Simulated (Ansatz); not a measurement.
# Strength of the Si–H bond: SiH(OH)3 → Si(OH)3 + H

Species: SiH(OH)3, singlet; Si(OH)3, doublet; H atom, doublet. 

Shapes, held fixed at every level: PBE0-D4/def2-TZVP. Flexible molecules stand in one conformer, not always the lowest. Programs: Ansatz 0.2.0. The zero-point and thermal change to 298 K, harmonic and unscaled (PBE0-D4/def2-TZVP), is -19.5 kJ/mol.

(1) Estimate ΔH(298 K) of this reaction.

Answers

(1) The highest level, CCSD(T)/CBS estimate, gives ΔH(298 K) = +414.5 kJ/mol; the levels span +335.5 to +414.7. The column of differences is taken from that level and isn't an error. Hartree–Fock misses the correlation of the pair that is broken and comes out low. No measured value is set beside it here. Open shells run unrestricted unless RO is named. The CBS estimate extrapolates MP2 from def2-TZVPP and def2-QZVPP and adds CCSD(T) − MP2 in the triple-zeta set, cores frozen. Times are processor times on shared x86 and Arm servers, and rough.

```json
{"level": "HF/def2-SVP", "kind": "Hartree–Fock", "ΔH(298 K) (kJ/mol)": "+335.5", "less CCSD(T)/CBS estimate": "-79.0", "CPU time (sum over the molecules)": "–"}
{"level": "B3LYP-D4/def2-TZVPP", "kind": "global hybrid", "ΔH(298 K) (kJ/mol)": "+402.0", "less CCSD(T)/CBS estimate": "-12.5", "CPU time (sum over the molecules)": "15 s"}
{"level": "r2SCAN0-D4/def2-TZVPP", "kind": "global hybrid", "ΔH(298 K) (kJ/mol)": "+393.2", "less CCSD(T)/CBS estimate": "-21.3", "CPU time (sum over the molecules)": "19 s"}
{"level": "wB97M-V/def2-TZVPP", "kind": "range-separated hybrid", "ΔH(298 K) (kJ/mol)": "+414.7", "less CCSD(T)/CBS estimate": "+0.2", "CPU time (sum over the molecules)": "36 s"}
{"level": "B2PLYP/def2-TZVPP", "kind": "double hybrid", "ΔH(298 K) (kJ/mol)": "+402.5", "less CCSD(T)/CBS estimate": "-12.0", "CPU time (sum over the molecules)": "19 s"}
{"level": "MP2/def2-SVP", "kind": "perturbation theory", "ΔH(298 K) (kJ/mol)": "+388.8", "less CCSD(T)/CBS estimate": "-25.7", "CPU time (sum over the molecules)": "–"}
{"level": "CCSD(T)/CBS estimate", "kind": "coupled cluster or CI", "ΔH(298 K) (kJ/mol)": "+414.5", "less CCSD(T)/CBS estimate": "0.0", "CPU time (sum over the molecules)": "7.6 min"}
```
